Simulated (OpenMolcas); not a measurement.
An OpenMolcas run meant for Fe+ (ANO-RCC-VDZ, DKH2; inactive shells 1s 2s 2p 3s 3p; intended active space 7 electrons in 6 orbitals (3d 4s)). One step of its input:

```
&CASPT2
Multistate=5 1 2 3 4 5
Frozen=2 3
IPEA=-0.1
Imaginary=0.1
MaxIter=60
WThr=0.0 0.3 0.05
PrWF=0.5
NoMix
```

The run finished. Its levels beside those of a sound run (SS-CASPT2, IPEA 0.25 Eh, imaginary shift 0.1 Eh (closed shells correlated: 3s 3p)), in cm⁻¹ above each run's lowest level:

```json
{"Level": "3d⁶ 4s ⁶D_9/2", "This run": "0.0", "Usual run": "0.0"}
{"Level": "3d⁶ 4s ⁶D_7/2", "This run": "397", "Usual run": "396"}
{"Level": "3d⁶ 4s ⁶D_5/2", "This run": "688", "Usual run": "688"}
{"Level": "3d⁶ 4s ⁶D_3/2", "This run": "887", "Usual run": "888"}
{"Level": "3d⁶ 4s ⁶D_1/2", "This run": "1003", "Usual run": "1005"}
{"Level": "3d⁶ 4s ⁴D_7/2", "This run": "8114", "Usual run": "8491"}
{"Level": "3d⁶ 4s ⁴D_5/2", "This run": "8550", "Usual run": "8927"}
{"Level": "3d⁶ 4s ⁴D_3/2", "This run": "8869", "Usual run": "9246"}
{"Level": "3d⁶ 4s ⁴D_1/2", "This run": "9064", "Usual run": "9440"}
{"Level": "3d⁶ 4s ⁴P_5/2", "This run": "18284", "Usual run": "19868"}
{"Level": "3d⁶ 4s ⁴P_3/2", "This run": "19341", "Usual run": "20923"}
{"Level": "3d⁶ 4s ⁴P_1/2", "This run": "19974", "Usual run": "21556"}
{"Level": "3d⁶ 4s ⁴F_9/2", "This run": "22306", "Usual run": "23558"}
{"Level": "3d⁶ 4s ⁴F_7/2", "This run": "22427", "Usual run": "23680"}
```

Question: Which setting is unsound, and how much does it matter here?

Answer: The IPEA shift is negative. Against the sound run the excited levels shown move by 670 cm-1 on average and by 1600 cm-1 at most.

Term energies are means over components that CASPT2 splits; among the terms shown or strongly mixed into the levels shown the widest spread is 480 cm-1 (3d⁶ 4s ⁴D, this run). No level of 3d⁵ 4s², 3d⁷ was computed, though it lies in the active space. Only configurations of the active space appear.
